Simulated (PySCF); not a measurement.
SMILES C[SiH2]/C=C/[SiH2]Cl (C₃H₉ClSi₂) (GFN2-xTB optimised geometry):

```
15

Si    -0.360    -2.944     4.121
Cl     0.635    -2.160     5.701
C      0.267    -2.102     2.560
C     -0.492    -1.676     1.551
Si     0.139    -0.807     0.000
C     -0.520     0.975     0.000
H     -1.786    -2.695     4.320
H     -0.080    -4.380     4.095
H      1.339    -1.951     2.483
H     -1.564    -1.826     1.627
H     -0.364    -1.525    -1.179
H      1.607    -0.807     0.000
H     -0.174     1.525     0.871
H     -1.607     0.995     0.010
H     -0.190     1.514    -0.883
```

Calculation: PBE0/def2-TZVP in PySCF.

Q: What are the frontier orbital energies and the dipole moment?

A: HOMO-2 -8.94 eV, HOMO-1 -8.19 eV, HOMO -8.07 eV, LUMO -1.06 eV, LUMO+1 0.42 eV; dipole moment 1.62 D.

Meta-Löwdin charges at PBE0/def2-TZVP: Si1 0.69, Cl2 -0.30, C3 -0.34, C4 -0.32, Si5 0.63, C6 -0.60, H7 -0.10, H8 -0.10, H9 0.12, H10 0.12, H11 -0.10, H12 -0.10, H13 0.13, H14 0.13, H15 0.13.
